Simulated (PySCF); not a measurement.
Working out the ionisation energy of F⁺

F⁺ [He] 2s2 2p4 (3P) → F²⁺ [He] 2s2 2p3 (4S). Computed with PySCF 2.14 in def2-TZVP (5s3p2d1f, 31 functions), with the non-relativistic Hamiltonian (point nucleus). Frozen: 1s2. Energies in hartree (1 hartree = 27.21139 eV):

| part | F⁺ (lower) | F²⁺ (upper) |
| --- | --- | --- |
| UHF | -98.836473 | -97.608721 |
| CCSD correlation | -0.156517 | -0.111336 |
| (T) | -0.001903 | -0.001134 |

**Question.** What does Hartree-Fock give?

**Answer.** (-97.608721) − (-98.836473) = 1.227752 hartree = 33.409 eV.

**Question.** What do CCSD and CCSD(T) give?

**Answer.** The CCSD correlation energies differ by 0.045181 hartree = 1.229 eV and the triples by 0.000769 hartree = 0.021 eV, so CCSD gives 34.638 eV and CCSD(T) 34.659 eV.

Measured between the centres of the two terms (NIST): 34.950 eV, so CCSD(T) (valence) is off by -0.291 eV.

What remains against the reference includes basis incompleteness, the frozen core and higher excitations.
